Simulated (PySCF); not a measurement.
Compound: C₃H₇BO₂.
Geometry (GFN2-xTB, Å), atoms numbered from 1 in this order:
```
atom  x, y, z in Å
C1     2.2561    0.0416   -0.1667
C2     1.1210    0.6365    0.1496
C3    -0.0053   -0.0171    0.8878
B4    -1.2715   -0.2007   -0.0774
O5    -1.9768    0.8995   -0.4326
O6    -1.5677   -1.4498   -0.5056
H7     2.4533   -0.9815    0.1087
H8     3.0356    0.5488   -0.7099
H9     0.9396    1.6617   -0.1445
H10   -0.2813    0.6185    1.7309
H11    0.3208   -0.9821    1.2726
H12   -2.7186    0.7784   -1.0269
H13   -2.3097   -1.5530   -1.1035
```

PySCF, density fitting, gas phase, GFN2-xTB geometry. The standard run uses grid level 2 after a coarse-grid start, the def2-universal JK fitting basis (with tight functions added where the orbital basis needs them), an energy threshold of 1e-9 Eh and DIIS. The changed runs have no coarse-grid stage.

Q: Standard PBE0/pcSseg-1: E = -293.548246 Eh, HOMO -6.974 eV, LUMO 0.582 eV, dipole 3.062 D, 14 cycles (coarse-grid cycles included). What changes at PBE0/pcSseg-1 with: fitting basis def2-universal-jkfit, start guess atom?

A: E = -293.548275 Eh (-0.029 mEh), HOMO -6.974 eV (0.000), LUMO 0.582 eV (0.000), dipole 3.062 D (0.000), 11 SCF cycles. Of the changed settings only the fitting basis enters the energy expression; the total energy moves by 0.02 kcal/mol.

The cycles:
```
cycle   1  E = -293.1261481844  dE =  1.553e+00  |g| = 1.419e+00  |ddm| = 3.281e+00
cycle   2  E = -292.9458222100  dE =  1.803e-01  |g| = 1.702e+00  |ddm| = 2.239e+00
cycle   3  E = -293.5437680829  dE = -5.979e-01  |g| = 1.479e-01  |ddm| = 1.390e+00
cycle   4  E = -293.5472997277  dE = -3.532e-03  |g| = 6.289e-02  |ddm| = 1.277e-01
cycle   5  E = -293.5481934476  dE = -8.937e-04  |g| = 1.818e-02  |ddm| = 5.191e-02
cycle   6  E = -293.5482699905  dE = -7.654e-05  |g| = 4.587e-03  |ddm| = 1.629e-02
cycle   7  E = -293.5482751533  dE = -5.163e-06  |g| = 8.184e-04  |ddm| = 4.276e-03
cycle   8  E = -293.5482752831  dE = -1.298e-07  |g| = 2.447e-04  |ddm| = 7.977e-04
cycle   9  E = -293.5482752933  dE = -1.019e-08  |g| = 8.742e-05  |ddm| = 1.865e-04
cycle  10  E = -293.5482752946  dE = -1.300e-09  |g| = 2.107e-05  |ddm| = 6.503e-05
cycle  11  E = -293.5482752947  dE = -9.459e-11  |g| = 3.001e-06  |ddm| = 1.829e-05
```
